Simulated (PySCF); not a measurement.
An unknown shows these calculated signals:

1H NMR (400 MHz, computed): δ 7.22 (s, 2H), 5.14 (s, 2H), 4.99 (s, 2H), 1.21 (br s, 1H), 0.83 (s, 1H).

13C{1H} NMR (computed): δ 119.1 (CH), 95.6 (C), 64.6 (CH), 4.1 (C).

PySCF 2.14 calculation with GIAO PBE0/pcSseg-1 shieldings and geometry: GFN2-xTB; in vacuum, non-relativistic Hamiltonian, one conformer, fast rotation and ring inversion assumed for equivalent nuclei.

Chemical shifts δ = σref − σ; 1H (31.72 ppm), 13C (186.93 ppm) against TMS, all at this level.

Q: Which of these does the molecule contain: a (CH3)2CH unit, a Si–H bond, a CF3 group, a non-aromatic C=C double bond, a three-membered ring, a vinyl group CH=CH2?

A: 
- A (CH3)2CH unit: no.
- A Si–H bond: yes (δH 5.14 (s)).
- A CF3 group: no.
- A non-aromatic C=C double bond: yes.
- A three-membered ring: yes.
- A vinyl group CH=CH2: no.

The data belong to `InChI=1S/C5H8O2Si2/c1-2-5(3-4-5)8-7-9-6/h1,3-4,6H,8-9H2`; they needn't prove each group on their own.

Carbon signals by region: 1 in the sp2 and nitrile region (100–160 ppm), 2 at 50–100 ppm, 1 below 50 ppm.

The OH or NH signal is concentration- and solvent-dependent in practice; the value given is the gas-phase one. Shifts are as computed. Against solution values, carbons near 30 ppm lie about +3 ppm off and those near 130 ppm about +5 ppm. Of 1211 compounds with measured shifts, 218 miss one by over three times the rms of a fit or turn the order of signals round; such compounds aren't used in these exercises. Multiplicities follow the n + 1 count of equivalent neighbours, as no J values were calculated; m marks all less simple cases, F and P coupling included.
